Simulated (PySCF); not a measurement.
Isomers of C8H8, one GFN2-xTB conformer each. Single-point energies are computed at PBE0/pcSseg-1 (PySCF, gas phase, no added dispersion term), electronic only.

Question: Rank them by PBE0/pcSseg-1 energy, lowest first (kJ/mol).
A. `[CH2:1]=[CH:2][c:3]1[cH:4][cH:5][cH:6][cH:7][cH:8]1` with C1–C2–C3–C4 180°
B. `[CH:1]1=[CH:2][C@H:3]2[C@H:4]3[CH:5]=[CH:6][C@@H:7]1[C@@H:8]23` with C1–C2–C3–C4 -57°, C2–C3–C4–C5 0°, C3–C4–C5–C6 57°, C5–C6–C7–C8 15°

Answer: A (0.0), B (153.0).

As drawn, the lower has an aromatic ring, which the higher lacks; the higher has a three-membered ring, which the lower lacks. GFN2-xTB itself gives, in the same order: 0.0, 45.8. Both levels put the same isomer lowest.

Question: Which frontier levels, dipoles and rotational constants go with these structures?

Answer: 
| SMILES | HOMO (eV, PBE0/pcSseg-1) | LUMO (eV) | dipole (D) | A, B, C (MHz) |
| --- | --- | --- | --- | --- |
| C=Cc1ccccc1 | -6.62 | -1.07 | 0.15 | 5248, 1568, 1207 |
| C1=CC2C3C=CC1C23 | -6.44 | 0.12 | 0.23 | 3489, 3114, 2369 |
